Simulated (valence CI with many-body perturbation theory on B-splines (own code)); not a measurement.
**Energy levels of Pt⁴⁺**

Calculated by configuration interaction combined with many-body perturbation theory (CI+MBPT): six valence electrons over a frozen Dirac-Fock core [Xe] 4f14, radial functions for each j: 7 s, 7 p, 8 d, 6 f, 4 g, 1 h, with the one-electron correlation potential Σ1 (screened to all orders), the two-electron term Σ2, the three-electron term Σ3, Breit, model QED; selected single and double excitations, second order for the rest, scaled by the run's own slope (own B-spline code, finite nucleus).

No measured spectrum was set against this ion. As an estimate, terms of the open shell hold to 2 to 4 % of their energy, and close levels can change places; different configurations can be misplaced against each other by 1,000 to 8,000 cm⁻¹. Among the levels kept, up to 1000 cm⁻¹ of a level comes from second order outside the variational space, and about a tenth of that is noise between levels of different J, which matters for small intervals. Only levels of the ground parity were solved; by the run's estimate the other parity begins above the list, which can be wrong where configurations are misplaced.

Levels 1 to 28 of 28, with energies above the lowest level, 5d6 5D_4. "Leading %" is the weight of the configuration and term that name the level; weights of strongly mixed levels are sums over their largest components and can fall short. In the jj column 3d3/2^4 stands for four electrons in 3d with j = 3/2.

```tsv
No.	Configuration	Term	J	E (cm⁻¹)	Leading %	Second component	Leading jj
1	5d6	5D	4	0.0	78	17 % 5d6 3F	5d3/2^4 5d5/2^2 (58 %)
2	5d6	5D	2	6253	57	28 % 5d6 3P	5d3/2^4 5d5/2^2 (60 %)
3	5d6	5D	3	7440	89	6 % 5d6 3F	5d3/2^3 5d5/2^3 (75 %)
4	5d6	5D	1	10762	79	15 % 5d6 3P	5d3/2^3 5d5/2^3 (75 %)
5	5d6	5D	0	10892	73	19 % 5d6 3P	5d3/2^2 5d5/2^4 (42 %)
6	5d6	3H	4	16634	26	23 % 5d6 3G	5d3/2^3 5d5/2^3 (58 %)
7	5d6	3G	5	21207	50	48 % 5d6 3H	5d3/2^3 5d5/2^3 (96 %)
8	5d6	3H	6	21702	81	17 % 5d6 1I	5d3/2^3 5d5/2^3 (92 %)
9	5d6	5D	2	23095	39	30 % 5d6 3P	5d3/2^2 5d5/2^4 (58 %)
10	5d6	3F	3	25031	45	35 % 5d6 3G	5d3/2^3 5d5/2^3 (81 %)
11	5d6	3F	2	26166	68	18 % 5d6 3P	5d3/2^3 5d5/2^3 (75 %)
12	5d6	3H	4	30633	54	30 % 5d6 3F	5d3/2^2 5d5/2^4 (80 %)
13	5d6	1S	0	30745	59	19 % 5d6 5D	5d3/2^2 5d5/2^4 (46 %)
14	5d6	3D	1	31688	71	18 % 5d6 3P	5d3/2^3 5d5/2^3 (65 %)
15	5d6	3G	4	33081	55	21 % 5d6 3F	5d3/2^3 5d5/2^3 (46 %)
16	5d6	3D	2	33230	62	24 % 5d6 3P	5d3/2^3 5d5/2^3 (47 %)
17	5d6	3H	5	33857	51	47 % 5d6 3G	5d3/2^2 5d5/2^4 (96 %)
18	5d6	3D	3	34945	69	18 % 5d6 3F	5d3/2^2 5d5/2^4 (48 %)
19	5d6	3G	3	36803	52	36 % 5d6 3F	5d3/2^2 5d5/2^4 (87 %)
20	5d6	1I	6	38653	81	17 % 5d6 3H	5d3/2^2 5d5/2^4 (92 %)
21	5d6	3P	0	39026	94		5d3/2^4 5d5/2^2 (43 %)
22	5d6	1F	3	41349	61	33 % 5d6 3F	5d3/2^3 5d5/2^3 (86 %)
23	5d6	3P	1	41810	73	19 % 5d6 3D	5d3/2^2 5d5/2^4 (50 %)
24	5d6	1G	4	44616	63	21 % 5d6 3F	5d3/2^2 5d5/2^4 (50 %)
25	5d6	1D	2	46414	56	22 % 5d6 3P	5d3/2^2 5d5/2^4 (61 %)
26	5d6	3P	1	50315	88	6 % 5d6 5D	5d3/2^3 5d5/2^3 (51 %)
27	5d6	3F	4	54653	78	8 % 5d6 3G	5d3/2^2 5d5/2^4 (57 %)
28	5d6	3F	2	54877	87	6 % 5d6 3D	5d3/2^2 5d5/2^4 (80 %)
```

Names give the largest LS component (configuration and term), which can be under half, so a name can repeat, a term be missing and a line seem to break the LS rules; names also repeat where a configuration has a term twice.

The ionisation energy to 5d5 6S_5/2 of the next ion comes out as 57.982 eV (NIST: 56 ± 1.9 eV (theoretical)). All 28 levels together are meant to be complete up to 56606 cm⁻¹.
